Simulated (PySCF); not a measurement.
# Spinor energies of Sc⁺ (scandium, charge +1)

Start: [Ar] 4s1 5s1; 4s1/2 filled at m_j = +1/2; 5s1/2 filled at m_j = +1/2. Calculated with PySCF 2.14 in x2c-TZVPall-2c with one added diffuse shell each of s, p, d type (7s8p5d1f, 63 functions): generalised Hartree-Fock with the X2C-1e Hamiltonian and a Gaussian nucleus; one run each with spin-orbit coupling (SO) switched off, then screened by Boettger's factors. This is a chosen level, not necessarily the ground level.

| spinor shell | electrons | ε, spin-free (eV) | ε, screened SO (eV) | weight of nominal j (screened SO) | rms radius, screened SO (bohr) |
| --- | --- | --- | --- | --- | --- |
| 1s1/2 | 2 | -4557.2 | -4557.1 | 1.000 | 0.0844 |
| 2s1/2 | 2 | -542.74 | -542.73 | 1.000 | 0.370 |
| 2p1/2 | 2 | -445.29 | -448.51 | 1.000 | 0.338 |
| 2p3/2 | 4 | -445.29 | -443.71 | 1.000 | 0.340 |
| 3s1/2 | 2 | -87.823 | -87.823 | 1.000 | 1.13 |
| 3p1/2 | 2 | -59.600 | -60.004 | 0.970 | 1.23 |
| 3p3/2 | 4 | -59.600 | -59.401 | 0.985 | 1.24 |
| 4s1/2 | 1 | -16.835 | -16.835 | 1.000 | 3.29 |
| 5s1/2 | 1 | -5.962 | -5.962 | 1.000 | 7.48 |

```csv
quantity,spin-free,screened SO
E (hartree),-762.73662,-762.74128
M_J,1,1
⟨J²⟩,2.000,2.000
⟨L²⟩,0.000,0.000
⟨S²⟩,2.000,2.000
```

Each row is a mean over spinors that exchange with the open shell spreads, by up to 0.535 eV (3s1/2).

Without spin-orbit coupling the j labels of p, d and f shells carry no meaning; the spin-free column gives the mean over the occupied spinors of each nl shell.
